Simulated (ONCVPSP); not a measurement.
copper: one change to an ONCV potential, before and after

Cu (Z = 29), optimised norm-conserving Vanderbilt (ONCV), made with ONCVPSP 4.0.1 (Wu-Cohen, scalar-relativistic). Core [Ne], reference 3s2 3p6 3d10 4s1. Waves: 3s+4s: rc 1.05 bohr, ncon 4, nbas 7, qcut 14.9 1/bohr, 2 projectors; 3p: rc 0.95 bohr, ncon 4, nbas 9, qcut 12.7 1/bohr, 1 projector; 3d: rc 1.05 bohr, ncon 4, nbas 9, qcut 12.6 1/bohr, 2 projectors, debl 1.2 Ha. Local part: polynomial inside 0.75 bohr (lpopt 5, dvloc0 6 Ha). Core correction: none.

All-electron outer shells of the reference configuration (Wu-Cohen, scalar-relativistic, ld1.x):

```json
{"shell": "2p", "level (eV)": "-917.02", "outermost node (bohr)": "–", "outermost maximum (bohr)": "0.16"}
{"shell": "3s", "level (eV)": "-114.47", "outermost node (bohr)": "0.29", "outermost maximum (bohr)": "0.61"}
{"shell": "3p", "level (eV)": "-72.05", "outermost node (bohr)": "0.26", "outermost maximum (bohr)": "0.62"}
{"shell": "3d", "level (eV)": "-5.06", "outermost node (bohr)": "–", "outermost maximum (bohr)": "0.60"}
{"shell": "4s", "level (eV)": "-4.61", "outermost node (bohr)": "0.89", "outermost maximum (bohr)": "2.27"}
```

Change: functional PBE.

Cutoffs: the cutoffs (Ha) at which the residual kinetic energy of the hardest occupied pseudo-wave falls to 1 and 0.1 mHa per electron; they do not see the model core or the augmentation charge, which bear on the density cutoff. Errors are all-electron minus pseudo energies relative to the spin-unpolarised reference configuration.

Q: Predict the effect on cutoff, ghosts and configuration errors.

A: The potential gets neither clearly harder nor softer (73 Ha and 146 Ha → 73 Ha and 147 Ha); the errors of the 3 common tests hardly move; neither file shows a bound ghost.

```csv
quantity,base,changed
"cutoff, loose",73 Ha,73 Ha
"cutoff, tight",146 Ha,147 Ha
loose cutoff by channel,"s 68 Ha, p 45 Ha, d 73 Ha","s 68 Ha, p 45 Ha, d 73 Ha"
bound ghosts,none,none
GHOST(+) flags under 300 eV,none,none
tests with a reliable result,3 of 4,3 of 4
"error for 3s2 3p6 3d10 4s0, meV [ΔE 8.09 → 8.15 eV]",+2.7,+2.6
"error for 3s2 3p6 3d9 4s0, meV [ΔE 29.43 → 29.48 eV]",-0.8,-0.6
"error for 3s2 3p6 3d9 4s2, meV [ΔE 1.98 → 1.97 eV]",+6.6,+6.4
s: phases at 1.06 bohr within 0.05 rad from the reference energy up to (Ha; the scan ends near 5),to the end of the scan,to the end of the scan
p: phases at 0.96 bohr within 0.05 rad from the reference energy up to (Ha; the scan ends near 5),to the end of the scan,to the end of the scan
d: phases at 1.06 bohr within 0.05 rad from the reference energy up to (Ha; the scan ends near 5),to the end of the scan,to the end of the scan
```
